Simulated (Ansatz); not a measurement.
**Molecular dynamics of H8C5S3O3**

Input file:

```yaml
accuracy: low
crystal:
  lattice:
    - [9.085603, 0.0, 0.0]
    - [0.0, 9.085603, 0.0]
    - [0.0, 0.0, 9.085603]
  atoms:
    - { symbol: C, position: [0.61595412, 0.81149003, 0.01611759] }
    - { symbol: H, position: [0.67472987, 0.90132643, -0.02607451] }
    - { symbol: H, position: [0.61570785, 0.79927658, 0.13251239] }
    - { symbol: H, position: [0.6649248, 0.71997394, -0.04338572] }
    - { symbol: H, position: [0.50199952, 0.81750611, -0.01728221] }
    - { symbol: C, position: [0.23520194, 0.32651089, 0.70389789] }
    - { symbol: H, position: [0.31907175, 0.37010723, 0.77989724] }
    - { symbol: H, position: [0.13013698, 0.36908667, 0.73259895] }
    - { symbol: H, position: [0.22733081, 0.20578074, 0.70713451] }
    - { symbol: H, position: [0.2669112, 0.36031321, 0.58993881] }
    - { symbol: C, position: [0.153507, 0.81377971, 0.26118145] }
    - { symbol: H, position: [0.15653714, 0.80183339, 0.37960988] }
    - { symbol: H, position: [0.04660279, 0.78523697, 0.22107473] }
    - { symbol: H, position: [0.2462348, 0.75972559, 0.20493267] }
    - { symbol: H, position: [0.16004346, 0.93543091, 0.2499876] }
    - { symbol: C, position: [0.93730096, 0.13318732, 0.36362287] }
    - { symbol: H, position: [0.83214141, 0.11401506, 0.29199648] }
    - { symbol: H, position: [1.02791472, 0.14883077, 0.28746943] }
    - { symbol: H, position: [0.96622696, 0.0353911, 0.42044997] }
    - { symbol: H, position: [0.9187472, 0.23515117, 0.43100866] }
    - { symbol: O, position: [0.86012104, 0.43975775, 0.82834793] }
    - { symbol: C, position: [0.88576069, 0.47794319, 0.95116953] }
    - { symbol: S, position: [0.91000283, 0.51074411, 1.11977594] }
    - { symbol: O, position: [0.06076358, -0.00891092, 0.69911412] }
    - { symbol: C, position: [0.03191804, -0.00159262, 0.82346723] }
    - { symbol: S, position: [0.00248926, 0.02937182, 0.98581436] }
    - { symbol: O, position: [0.37426573, 0.71654661, 0.66645394] }
    - { symbol: C, position: [0.29352317, 0.70914746, 0.76512045] }
    - { symbol: S, position: [0.18507135, 0.70249067, 0.89814775] }
    - { symbol: O, position: [0.98396288, 0.57146809, 0.52127579] }
    - { symbol: C, position: [0.89054048, 0.65178637, 0.53181855] }
    - { symbol: S, position: [0.76050908, 0.75614498, 0.56189913] }
    - { symbol: O, position: [0.63088352, 0.16752525, 0.78262029] }
    - { symbol: C, position: [0.58555803, 0.19354521, 0.89815817] }
    - { symbol: S, position: [0.55689088, 0.25177374, 1.05889457] }
    - { symbol: O, position: [0.42031939, 0.52637485, 0.26587538] }
    - { symbol: C, position: [0.50432865, 0.47082674, 0.33707576] }
    - { symbol: S, position: [0.61721383, 0.38026594, 0.43108461] }
basis:
  ecutwfc: 420.0
kpoints:
  mp_grid: { grid: [1, 1, 1] }
hamiltonian:
  xc: pbe
  dispersion: d3bj
scf:
  occupations: { method: fermi_dirac, width: 0.05 }
  lower_state_search: "off"
  max_iter: 72
md:
  timestep: 0.5
  n_steps: 200
  ensemble: nvt_nose_hoover
  temperature: 400.0
  initial_velocities: zero
  seed: 863200
  nose_hoover: { tau: 100.0, chain_length: 1 }
```

Command:

```bash
$ ansatz run input.yaml --threads 1 --pin off --max-ram 3072MiB --backend cpu --events-out ev --progress --plain --runs-dir out
```

It goes on from the last frame of an earlier run, with new velocities.

Output, in part (step lines):

```
md step     0: t =     0.00 fs  T =     0.0 K  F+E_penalty+E_count = -11580.77887432 eV  E_kin = 0.000000 eV  conserved = -11580.77887432 eV  (12 SCF iters)
md step     1: t =     0.50 fs  T =     6.2 K  F+E_penalty+E_count = -11580.80918037 eV  E_kin = 0.029829 eV  conserved = -11580.77935215 eV  (6 SCF iters)
md step     2: t =     1.00 fs  T =    23.4 K  F+E_penalty+E_count = -11580.89262241 eV  E_kin = 0.112003 eV  conserved = -11580.78062564 eV  (7 SCF iters)
md step     3: t =     1.50 fs  T =    47.5 K  F+E_penalty+E_count = -11581.00922196 eV  E_kin = 0.226957 eV  conserved = -11580.78229201 eV  (7 SCF iters)
md step     4: t =     2.00 fs  T =    73.0 K  F+E_penalty+E_count = -11581.13271578 eV  E_kin = 0.348912 eV  conserved = -11580.78387888 eV  (8 SCF iters)
md step     5: t =     2.50 fs  T =    94.7 K  F+E_penalty+E_count = -11581.23797368 eV  E_kin = 0.453135 eV  conserved = -11580.78499708 eV  (3 SCF iters)
md step     6: t =     3.00 fs  T =   109.2 K  F+E_penalty+E_count = -11581.30722729 eV  E_kin = 0.522092 eV  conserved = -11580.78541299 eV  (4 SCF iters)
md step     7: t =     3.50 fs  T =   114.8 K  F+E_penalty+E_count = -11581.33385195 eV  E_kin = 0.549217 eV  conserved = -11580.78506374 eV  (3 SCF iters)
[... lines left out ...]
```

The steps, from the saved trajectory:

| time (fs) | T (K) | potential energy less start (eV) | conserved less start (meV/atom) |
| --- | --- | --- | --- |
| 0.0 | 0 | 0.000 | 0.00 |
| 3.0 | 109 | -0.528 | -0.17 |
| 6.0 | 99 | -0.475 | -0.06 |
| 9.0 | 121 | -0.578 | -0.12 |
| 12.0 | 116 | -0.554 | -0.09 |
| 15.0 | 109 | -0.513 | -0.09 |
| 18.0 | 126 | -0.595 | -0.12 |
| 21.0 | 117 | -0.543 | -0.08 |
| 24.0 | 98 | -0.448 | -0.11 |
| 27.0 | 94 | -0.421 | -0.05 |
| 30.0 | 159 | -0.728 | -0.16 |
| 33.0 | 83 | -0.353 | -0.04 |
| 36.0 | 121 | -0.532 | -0.14 |
| 39.0 | 83 | -0.337 | -0.06 |
| 42.0 | 106 | -0.440 | -0.08 |
| 45.0 | 179 | -0.781 | -0.12 |
| 48.0 | 171 | -0.724 | -0.07 |
| 51.0 | 179 | -0.747 | -0.12 |
| 54.0 | 144 | -0.560 | -0.07 |
| 57.0 | 132 | -0.485 | -0.09 |
| 60.0 | 142 | -0.519 | -0.06 |
| 63.0 | 155 | -0.563 | -0.11 |
| 66.0 | 115 | -0.353 | -0.05 |
| 69.0 | 189 | -0.690 | -0.10 |
| 72.0 | 205 | -0.736 | -0.11 |
| 75.0 | 136 | -0.381 | -0.03 |
| 78.0 | 171 | -0.525 | -0.11 |
| 81.0 | 169 | -0.487 | -0.03 |
| 84.0 | 262 | -0.903 | -0.13 |
| 87.0 | 247 | -0.789 | -0.08 |
| 90.0 | 172 | -0.392 | -0.03 |
| 93.0 | 193 | -0.468 | -0.08 |
| 96.0 | 181 | -0.370 | -0.05 |
| 99.0 | 164 | -0.262 | -0.07 |

All steps were run. The conserved energy stayed within 0.17 meV per atom of its start (net change -0.07 meV per atom), so the integration is sound. The mean temperature of the second half is 57 % below the set value. A run of 0.1 ps of so small a system gives no equilibrium averages. Limits of this set-up: coarse k mesh, low accuracy level.

Mean squared displacements from the first frame to the last, about the centre of mass: C 0.06 Å², H 0.52 Å², O 0.02 Å², S 0.04 Å².

Last frame:

```xyz
38
Lattice="9.0856 0.0000 0.0000 0.0000 9.0856 0.0000 0.0000 0.0000 9.0856" Properties=species:S:1:pos:R:3
C 5.542 7.315 0.169
H 6.436 7.710 -0.286
H 5.779 6.904 1.126
H 5.086 6.524 -0.399
H 4.823 8.111 0.160
C 2.370 2.946 6.298
H 2.765 3.142 7.299
H 1.317 2.598 6.363
H 3.013 2.196 5.835
H 2.338 3.839 5.671
C 1.657 7.424 2.798
H 1.800 7.323 3.884
H 0.630 7.792 2.659
H 1.896 6.507 2.277
H 2.325 8.208 2.427
C 8.460 1.442 3.375
H 7.642 1.711 2.641
H 9.376 1.756 2.842
H 8.409 0.323 3.513
H 8.433 1.953 4.349
O 7.755 4.026 7.595
C 7.935 4.170 8.757
S 8.295 4.566 10.208
O 0.486 -0.129 6.258
C 0.225 0.222 7.357
S -0.179 0.529 8.899
O 3.404 6.510 5.892
C 2.738 6.372 6.837
S 1.857 6.158 8.130
O 8.957 5.156 4.653
C 8.106 5.888 4.908
S 6.883 6.973 5.153
O 5.655 1.366 6.955
C 5.518 1.798 8.015
S 5.027 2.191 9.508
O 3.830 4.934 2.493
C 4.513 4.288 3.129
S 5.543 3.421 4.043
```

The run took 15 min on 1 thread of Arm Neoverse V1 (shared host), peak memory 0.69 GiB.
